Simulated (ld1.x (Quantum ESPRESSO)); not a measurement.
**Configuration tests for indium (In) (TM)**

ld1.x (Quantum ESPRESSO) 7.5 input, shortened:

```
&input
   title='In', zed=49., rel=1, dft='PBE', iswitch=3,
   config='[Kr] 4d10 5s2 5p0'
 /
 &inputp
   pseudotype=2, tm=.true., lloc=-2, rcloc=1.70,
   nlcc=.false.
 /
2
5S  1  0   2.00   0.00  1.95  1.95  0.0
5P  2  1   0.00   0.00  2.20  2.20  0.0
 &test
   configts(1)='5s2 5p0'
 /
```

Energies are relative to the spin-unpolarised reference configuration 5s2 5p0; without spin polarisation the order of configurations can differ from experiment.

```json
{"valence configuration": "5s2 5p1", "charge": "0", "ΔE all-electron (eV)": "-5.363", "error AE − PS (meV)": "+44"}
{"valence configuration": "5s1 5p0", "charge": "+2", "ΔE all-electron (eV)": "19.235", "error AE − PS (meV)": "+100"}
{"valence configuration": "5s2 5p0.5", "charge": "+0.5", "ΔE all-electron (eV)": "-3.423", "error AE − PS (meV)": "+15"}
{"valence configuration": "5s1 5p1", "charge": "+1", "ΔE all-electron (eV)": "6.593", "error AE − PS (meV)": "+39"}
{"valence configuration": "5s2 5p1.3", "charge": "-0.3", "ΔE all-electron (eV)": "-5.895", "error AE − PS (meV)": "+61"}
{"valence configuration": "5s1 5p2", "charge": "0", "ΔE all-electron (eV)": "0.478", "error AE − PS (meV)": "+107"}
```

**Question.** What are ΔE and the potential's error for 5s0 5p3?

**Answer.** ΔE = 6.584 eV all-electron; the error (AE − PS) is +239 meV.

Levels in the configuration 5s0 5p3:

```json
{"level": "5p", "all-electron (eV)": "-3.834", "pseudo (eV)": "-3.895"}
```

Note: ghost state, extra bound levels that the all-electron valence spectrum of the same l lacks: d at -4.7 eV. A true bound ghost makes a file unfit for plane-wave use.
